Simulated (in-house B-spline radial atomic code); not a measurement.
A calculation on W³⁺: its settings, and results tabulated from the run. Computed with an all-electron radial atomic-structure program (B-spline basis): scalar-relativistic (X2C) RPBE, spin-polarised, spherical fractional occupations, Fermi nucleus of rms radius 5.3658 fm.

Command:
```bash
python run_scf.py task.json out
```
Settings (nuclear radius in fm, mass in u):
```
Z                74
configuration    [Xe] 4f14 5d3
hamiltonian      x2c
method           rpbe,pbe
spin_polarised   True
nucleus          fermi
rms_radius       5.3658
atomic_mass      183.95093
speed_of_light   137.035999084
```

Output (hartree, bohr):
```
 radial grid: 72 intervals, B-splines of order 8, outer radius 39.1892 bohr

 iter        energy (Eh)    residual
    1      -16141.320903    5.26e-01
    2      -16142.323810    7.00e-02
    3      -16142.398587    1.96e-02
    4      -16142.408520    9.59e-03
    5      -16142.407956    1.14e-02
    6      -16142.410045    9.62e-04
    7      -16142.410081    2.84e-04
    8      -16142.410082    7.45e-05
    9      -16142.410083    1.25e-06
   10      -16142.410083    8.81e-08

 total energy                    -16142.41008
 kinetic                           18196.2609
 electron-nucleus                 -40265.6991
 Hartree                            6255.4752
 exchange-correlation               -328.4470

 orbital      occ     eigenvalue          <r>       <r^2>       <1/r>       r_max
 1s up      1.000     -2546.3034     0.017543 0.000431438      95.549     0.01051
 1s down    1.000     -2546.3038     0.017543 0.000431438     95.5491     0.01051
 2s up      1.000      -440.3369     0.076772  0.00703449     22.3112     0.06551
 2s down    1.000      -440.3310    0.0767717  0.00703445     22.3114     0.06551
 2p up      3.000      -386.5388    0.0688763  0.00581276     18.7012     0.05329
 2p down    3.000      -386.5342    0.0688759   0.0058127     18.7014     0.05329
 3s up      1.000      -102.2512     0.200565    0.046133     8.02639      0.1854
 3s down    1.000      -102.2499     0.200563   0.0461321     8.02638      0.1854
 3p up      3.000       -86.2302     0.200562   0.0467443     7.06484      0.1831
 3p down    3.000       -86.2286      0.20056   0.0467431     7.06482      0.1831
 3d up      5.000       -67.1881     0.182336   0.0389751      6.5831      0.1493
 3d down    5.000       -67.1844     0.182338   0.0389755       6.583      0.1493
 4s up      1.000       -21.9386     0.449601    0.228443     3.32845      0.4212
 4s down    1.000       -21.9340     0.449632    0.228467     3.32801      0.4212
 4p up      3.000       -16.6547     0.477191    0.259248     2.94133      0.4409
 4p down    3.000       -16.6506       0.4772    0.259238     2.94102       0.441
 4d up      5.000        -9.8022     0.511642    0.303534     2.59316      0.4527
 4d down    5.000        -9.7974     0.511494    0.303278     2.59343      0.4528
 5s up      1.000        -3.9735       1.0688     1.28267     1.27193      0.9656
 5s down    1.000        -3.9191      1.06137     1.26478     1.28305      0.9616
 5p up      3.000        -2.6704      1.23904     1.73484     1.06096       1.092
 5p down    3.000        -2.5965      1.22926     1.70948     1.07248       1.085
 4f up      7.000        -2.2836     0.608773    0.465644     2.08153       0.429
 4f down    7.000        -2.2718     0.604482    0.457184      2.0896      0.4289
 5d up      3.000        -1.1764      1.74894     3.53309    0.732867        1.44
```

Time taken, with all properties: 0.36 s on 1 thread of Arm Neoverse V2, with other jobs on the host.

One-electron X2C: radii and densities carry no picture-change correction, so inner-shell <1/r> comes out high (for 1s by about 2 % at Z = 33, 5 % at 54, 10 % at 75, 30 % at 118) and <r> low.
